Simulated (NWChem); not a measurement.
# C3H3ClF2; SMILES C/C(F)=C(\F)Cl

```xyz
9

C     -0.4857    -2.2292     0.0000
C      0.2039    -0.9188     0.0000
F      1.5352    -0.9757     0.0000
C     -0.3884     0.2804     0.0000
F     -1.7085     0.3947     0.0000
Cl     0.4493     1.7679     0.0000
H     -0.1958    -2.8126     0.8887
H     -0.1958    -2.8126    -0.8887
H     -1.5741    -2.0978     0.0000
```
Atoms are numbered in this order, from 1.

Results from NWChem. Pople sets run with spherical d functions. Coordinates come from a PBE0/def2-SVP optimisation. Level: M05-2X/6-31G* with SMD (1 M gas to 1 M solution), gas-phase geometry.

Task: Predict the results for solvent N,N-dimethylformamide. Quantities: solvation free energy (kcal/mol); cavity-dispersion-structure term (kcal/mol); dipole in solution (D).

Result: The solvation free energy (kcal/mol) is -1.9 and the cavity-dispersion-structure term (kcal/mol) is 0.7. The dipole in solution (D) comes out as 2.43.
